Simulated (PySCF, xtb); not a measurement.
hexafluoroantimonate (F6Sb), SMILES [F][Sb-]([F])([F])([F])([F])[F], charge -1.

Harmonic wavenumbers (cm⁻¹) from GFN2-xTB (xtb) at its own minimum, in rising order: 103, 103, 103, 171, 171, 171, 194, 194, 194, 348, 403, 403, 407, 407, 407.

### Question
What does B3LYP-D3(BJ)/def2-SVPD run with PySCF give at its own minimum? (An estimate is asked for; the answer gives what the named calculation found.)

### Answer
155, 155, 155, 251, 251, 251, 272, 272, 272, 544, 544, 584, 623, 623, 623. Paired by order, the mean absolute difference is 119 cm⁻¹ and the zero-point energies are 5.4 and 8.0 kcal/mol.
